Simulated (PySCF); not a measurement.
Compound: C₆H₁₄N (doublet state).
Z-matrix (Å and degrees, GFN2-xTB geometry), rows numbered from 1:
```
C 
C   1  1.4792
C   2  1.4836  1  122.81
N   3  1.4623  2  115.88  1  -135.03
C   4  1.4528  3  116.03  2    71.39
C   5  1.5323  4  114.21  3   -71.79
C   5  1.5290  4  108.07  3   164.91
H   1  1.0898  2  111.02  3    31.63
H   1  1.0906  2  111.29  3   153.45
H   1  1.0986  2  111.32  3   -87.56
H   2  1.0786  1  118.59  3   169.61
H   3  1.0938  2  110.29  1   -12.63
H   3  1.1036  2  110.26  1   105.94
H   4  1.0159  3  109.68  2   -53.52
H   5  1.0973  4  106.48  3    48.35
H   6  1.0872  5  110.58  4   174.21
H   6  1.0891  5  110.24  4   -65.56
H   6  1.0896  5  109.75  4    53.89
H   7  1.0860  5  109.89  4   -54.20
H   7  1.0868  5  110.42  4  -174.57
H   7  1.0879  5  110.32  4    65.27
```

The hyperfine couplings belong to this conformer and change with its torsions.

As a line formula: `C[CH]CNC(C)C` [radical].

Theory: UKS B3LYP, pcH-1 on C H N, non-relativistic, mean-field spin-orbit, GIAO (PySCF 2.14.0). Geometry: GFN2-xTB, one conformer, isolated molecule. The geometry wasn't refined by DFT: couplings that depend on bond lengths, twists or pyramidal angles can differ widely from those at the functional's own minimum. The SCF solution wasn't tested for stability.

The Mulliken spin populations are largest on C2 (+1.01), C1 (-0.09), C3 (-0.07) and H10 (+0.06). C2 is the only atom above +0.15. The positive populations add up to 1.21 and the negative ones to -0.21, together 2S = 1. The angles at C2 add up to 359.2°, so it is planar; its axial dipolar tensor and the negative coupling of its proton fit spin in a p orbital normal to that plane.

(1) Find Q in a(H) = Q·ρ(C) for the protons on the planar carbons that carry spin.

(2) List the C–H protons on four-coordinate carbons next to a three-coordinate spin centre, with their couplings and θ (C–H bond against the normal to the plane of the centre's neighbours, projected along the bond that joins the two).

(3) What would the freely rotating methyl group on C1 show?

## Answers

(1) 
| H | C | ρ(C) | a(H) (G) | a/ρ (G) |
| --- | --- | --- | --- | --- |
| H11 | C2 | +1.012 | -21.01 | -20.8 |

One proton gives one ratio, Q = -20.8 G, and no test of linearity.

(2) 
```tsv
β H	on	centre	θ (°)	cos²θ	a (G)
H8	C1	C2	63	0.20	+11.09
H9	C1	C2	59	0.27	+16.20
H10	C1	C2	2	1.00	+55.13
H12	C3	C2	82	0.02	+3.05
H13	C3	C2	21	0.87	+39.32
```

Fitting the Heller–McConnell form a = ρ(B0 + B2 cos²θ), with Mulliken ρ = 1.01, gives B0 = 1.8 G and B2 = 48.4 G, with a largest miss of 5.3 G. By this fit the coupling would be 50.8 G at θ = 0° and 1.8 G at 90°.

(3) Three equal couplings, a 1:3:3:1 quartet. The mean of the three values of this geometry estimates the splitting: 27.5 G, or 77.0 MHz (three bonds 120° apart have a mean cos²θ of 1/2 at any torsion).

Couplings in gauss use g_iso = 2.0026.
